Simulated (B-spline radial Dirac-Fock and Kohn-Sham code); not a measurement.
Bi²⁺: non-radiative channels of the N1 vacancy

System: bismuth as Bi²⁺, [Xe] 4f14 5d10 6s2 6p1.

Input of the calculation (task.json; shells as n, l, electrons):

```json
{"items": [{
  "Z": 83,
  "q": 2,
  "cfg": [[1, 0, 2], [2, 0, 2], [2, 1, 6], [3, 0, 2], [3, 1, 6], [3, 2, 10], [4, 0, 2], [4, 1, 6], [4, 2, 10], [4, 3, 14], [5, 0, 2], [5, 1, 6], [5, 2, 10], [6, 0, 2], [6, 1, 1]],
  "A": 209,
  "rrms": 5.5211,
  "do": ["binding", "quiet", "decay"],
  "holes": ["K", "L1", "L2", "L3", "M1", "M2", "M3", "M4", "M5", "N1", "N2", "N3", "N4", "N5", "N6", "N7"]
}]}
```

Run with: `python xray_run.py task.json out`

The computed values come from a radial finite-basis atomic code: a relativistic independent-particle model: LDA orbitals of the hole state, radiative multipoles to third order, Auger rates from the Coulomb interaction with a continuum orbital, Dirac-Fock energies. Kinetic energies are configuration averages from the vacuum level; the two-hole energies are estimated from single-hole states.

```
transition  kinetic energy (eV)  width (meV)  share (%)
   N1-N3N6                41.04          457        3.5
   N1-N3O1                44.30          833        6.3
   N1-N3N7                47.23          834        6.3
   N1-N2O4                62.14          985        7.5
   N1-N2O5                65.29         1580       12.0
   N1-N3O2                92.95          973        7.4
   N1-N3O3                119.0         1020        7.8
   N1-N3O4                190.7          832        6.3
   N1-N3O5                194.1         1030        7.9
   N1-N7O1                572.6          440        3.3
```

Coster-Kronig rates are the weakest part of this model and often come out 1.5 to 2.5 times too large. The listed channels hold 68 % of the non-radiative rate. Summed by principal shells, of 13.1 eV in all: NNO 75.5 %, NNN 18.6 %, NNP 3.9 %, NOO 1.8 %, NOP 0.2 %.
